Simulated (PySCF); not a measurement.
## How methods differ on the excitation energy of Cr

Cr [Ar] 3d5 4s1 (7S) → Cr [Ar] 3d4 4s1 4p1 (high-spin determinant), as a difference of total energies. Calculation: PySCF 2.14, in x2c-QZVPPall (11s7p5d3f2g, 96 functions); the spin-free X2C one-electron Hamiltonian (Gaussian nucleus). Correlated levels: valence: [Ar] frozen. The calculations carry no spin-orbit coupling.

```tsv
method	excitation energy (eV)
UHF	1.841
MP2 (valence)	2.826
SCS-MP2 (valence)	2.170
CCSD (valence)	2.725
CCSD(T) (valence)	2.777
```

How much does correlation contribute at CCSD(T) (valence)?

2.777 − (1.841) = 0.936 eV, measured against UHF.

The basis was made for the ground configuration and has no added diffuse functions, so the excitation energy can come out too high.

The coupled-cluster amplitudes are large for the upper state (T1 above 0.03 or a double amplitude above 0.15), so a single reference is strained.

The determinant of the upper state mixes LS terms, which raises its energy above the lowest term, most at the Hartree-Fock and MP2 levels.
